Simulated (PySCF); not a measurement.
Task: What does the GFN2-xTB structure of `N#CC1=CC/1=C/NC=O` look like in three dimensions?

Result: 
```
atom  x, y, z in Å
N1     3.2486    1.5062   -1.4684
C2     2.7088    0.7251   -0.8162
C3     2.0149   -0.1771   -0.0552
C4     1.9404   -1.2294    0.7634
C5     0.6858   -0.6393    0.4285
C6    -0.6217   -0.5140    0.4553
N7    -1.3164    0.4792   -0.2463
C8    -2.6656    0.5863   -0.2029
O9    -3.3998   -0.1344    0.4233
H10    2.4634   -1.9862    1.2966
H11   -1.2615   -1.1712    1.0237
H12   -0.7742    1.1267   -0.7992
H13   -3.0271    1.4287   -0.8204
```

Orientation and origin are arbitrary. Atoms count from 1 in this order. The 3-membered ring C3–C4–C5 has internal angles of 54.5° to 65.1°. N7 (amide nitrogen) is planar (angles 122.3°, 120.1° and 117.6°, sum 360.0°, 0.00 Å off the plane of its three neighbours). The 5 C–C bonds span 1.314 Å (C5=C6, drawn double) to 1.488 Å (C3–C5, drawn single), a spread of 0.174 Å. The 3 C–N bonds span 1.152 Å (N1≡C2, drawn triple) to 1.400 Å (C6–N7, drawn single), a spread of 0.248 Å.

Bonds between heavy atoms (Å): N1≡C2 1.152, C2–C3 1.369, C3=C4 1.335, C4–C5 1.426, C5=C6 1.314, C6–N7 1.400, N7–C8 1.354, C8=O9 1.204, C3–C5 1.488.

Computed geometry: GFN2-xTB, gas phase.

Point group: Cs (every atom within 0.08 Å of its image). No GFN2-xTB frequencies stand behind this structure, so it isn't proved a minimum. The numbers are those of one conformer (C5–C6–N7–C8 180°, C6–N7–C8–O9 0°).
